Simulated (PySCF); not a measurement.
# YO: one state, many levels of theory

State: ²Σ⁺ (doublet), unpaired electrons σ ↑. Set-up: PySCF, scalar-relativistic core potentials, basis sets Y def2-SVP with ECP28, O def2-SVP. De refers to Y (4d1 5s2) + O in their high-spin ground configurations, without counterpoise correction. The functionals are run spin-unrestricted. A positive dipole means Y(−)O(+). Levels whose curve was spin-contaminated or gave no clean fit are not listed.

```tsv
Level	Re (Å)	ωe (cm⁻¹)	De (eV)	μ (D)
UHF	1.789	933	n/a	-5.01
UHF-MP2	1.815	872	n/a	n/a
UHF-SCS-MP2	1.814	877	n/a	n/a
UHF-CCSD	1.804	902	6.46	n/a
PBE	1.810	865	7.89	-4.39
r²SCAN	1.804	888	7.42	-4.50
TPSSh	1.808	880	7.18	-4.54
PBE0	1.791	904	7.14	-4.60
M06	1.783	902	6.97	-4.81
M06-2X	1.786	918	6.73	-4.65
ωB97X	1.787	910	6.84	-4.61
```

The bond length runs from 1.783 Å (M06) to 1.815 Å (UHF-MP2). De spans 6.46 eV (UHF-CCSD, coupled cluster) to 7.89 eV (PBE, GGA).

Correlated steps freeze 1 core orbital. Correlated levels converge slowly with the basis: in double zeta they bind strong bonds too weakly, by up to about 1 eV, and carry superposition errors of some tenths. The metal atom is held in its measured ground configuration; semilocal functionals can put another filling of s and d lower by some tenths of an eV, and De to that atom would be smaller. These are scalar-relativistic numbers at best; spin–orbit coupling would shift them, the dissociation energy most. With d or f electrons several states lie close, and the lowest PBE0 determinant need not be the measured ground state.

The whole job (state search and all levels along the bond) took about 8.7 min on 1 thread of Intel Xeon @ 2.50GHz (shared host), peak memory 0.55 GiB.
